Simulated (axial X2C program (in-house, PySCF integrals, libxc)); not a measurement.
## Correcting the dissociation energy of CI for spin–orbit coupling

A spin-free CCSD(T) curve (one-electron X2C) was computed with an in-house relativistic program for diatomic molecules, basis I dyall-cv3z [11s12p8d4f1g], C dyall-v3z [7s6p2d1f] (cores contracted in-house), for the state M_S = 1/2, Λ = 1 (beyond evenly filled blocks: π+α). It gives D0 = 2.728 eV to I + C, which in a spin-free picture are the weighted means of the ground terms.

Correlated methods: 11 electrons correlated (number of frozen shells: I 4 s, 3 p, 2 d; C 1 s), 221 virtual spin orbitals or spinors in MP2, 90 natural virtuals in coupled cluster.

Measured levels of the ground terms (NIST Handbook of Basic Atomic Spectroscopic Data), in cm⁻¹: I 2P: J = 3/2 at 0, J = 1/2 at 7603.1; C 3P: J = 0 at 0, J = 1 at 16.4, J = 2 at 43.4.

The two components of the molecular doublet are 1186 cm⁻¹ apart in the PBE0 2c search (Ω = 1/2 lower), so the lower one lies 593 cm⁻¹ under their mean.

Q: How far does each ground level lie under the (2J+1)-weighted mean of its term?

A: I: (4 × 0 + 2 × 7603.1)/6 = 2534 cm⁻¹; C: (1 × 0 + 3 × 16.4 + 5 × 43.4)/9 = 30 cm⁻¹.

Q: Correct D0.

A: D0 = 2.728 + (593 − 2564)/8065.5 = 2.484 eV at CCSD(T) with these spin–orbit terms.

Second-order spin–orbit effects in the molecule, which grow quickly with Z, are left out. Occupations by symmetry block were frozen at the best pattern of an incomplete PBE0 search. Dissociation energies refer to the lowest single-determinant-based atoms at the same level and basis. Coupled cluster ran in a truncated set of natural virtual spinors; the MP2 energy of the rest was added. (T) has no such correction and the atoms are truncated less, which lowers De at CCSD(T) by a hundredth of an eV or more.
